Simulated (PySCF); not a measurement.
## ZrOCl + HCl → HZrO + Cl₂

Level: PBE0 in the def2-TZVP basis family, computed in PySCF with density fitting; scalar-relativistic core potentials for atoms from Rb on, none lighter, no spin–orbit coupling; open shells unrestricted.

| species | state and structure | E (Eh) | ZPE (kJ/mol) | H(298 K) − H(0) (kJ/mol) | S° (J/(mol K)) |
| --- | --- | --- | --- | --- | --- |
| ZrOCl | doublet, Cs, Zr–Cl 2.353 Å, Zr–O 1.722 Å; Cl–Zr–O 109.8° | -582.36422 | 9.4 | 12.4 | 296.7 |
| HCl | singlet, C∞v, H–Cl 1.279 Å | -460.66440 | 17.9 | 8.7 | 186.6 |
| HZrO | doublet, Cs, Zr–H 1.858 Å, Zr–O 1.720 Å; H–Zr–O 103.5° | -122.79332 | 18.9 | 10.6 | 260.3 |
| Cl₂ | singlet, D∞h, Cl–Cl 1.982 Å | -920.08940 | 3.5 | 9.1 | 222.5 |

Q: What is the electronic reaction energy?

A: At PBE0/def2-TZVP, ΔE = 383.1 kJ/mol from the differences of the total energies times 2625.5, uphill. 

Q: Add zero-point, thermal and entropy terms for 298.15 K and 1 bar.

A: ΔZPE = -4.9 and Δ[H(298) − H(0)] = -1.4 kJ/mol give ΔH° = 376.8 kJ/mol. ΔS° = -0.5 J/(mol K), so ΔG° = 376.8 − 298.15 × (-0.0005) = 377 kJ/mol.

Open d or f shells are single determinants, so the state found may not be the ground state. Each species is the lowest minimum found with this bonding; other isomers or fragments can lie lower.
